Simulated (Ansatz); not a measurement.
C$_{2}$H$_{10}$Si$_{2}$ (`C[SiH](C)[SiH3]`). Total charge 0; spin multiplicity 1.

```xyz
14

C    -0.466   -1.159   -1.385
Si   -0.307    0.364   -0.300
C     1.390    1.144   -0.490
Si   -0.691   -0.199    1.943
H    -1.460   -1.604   -1.297
H    -0.302   -0.903   -2.435
H     0.269   -1.917   -1.102
H    -1.346    1.359   -0.703
H     1.572    1.421   -1.531
H     1.482    2.045    0.121
H     2.175    0.447   -0.184
H    -0.581    0.995    2.827
H     0.310   -1.202    2.408
H    -2.046   -0.789    2.129
```

Task: Give the diagnostics of a CCSD(T)/def2-TZVPP run (frozen core, Ansatz 0.2.0). (An estimate is asked.)

Result: Ansatz gave: T1 = 0.0109, largest single amplitude 0.015, largest double 0.018, (T) share of the correlation energy 3.5 %, 8 CCSD cycles. The RHF solution is stable towards an unrestricted one. T1 lies under the customary mark of 0.02 for closed shells.
